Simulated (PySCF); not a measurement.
1-bromo-3-fluoropropa-1,2-diene (C₃H₂BrF), SMILES FC=C=CBr. Geometry optimised at B3LYP-D3(BJ)/def2-SVP.

Computed equilibrium geometry at B3LYP-D3(BJ)/def2-SVP (PySCF confirms it by a frequency run) as Cartesian coordinates in Å:
```xyz
7

F     -3.1660     0.3731    -0.9460
C     -2.4152    -0.4396    -0.1923
C     -1.1239    -0.5915    -0.3626
C      0.1608    -0.7696    -0.4881
Br     1.4611     0.2840     0.4380
H     -2.9958    -0.9663     0.5731
H      0.6193    -1.5275    -1.1294
```
Charge 0, spin multiplicity 1.
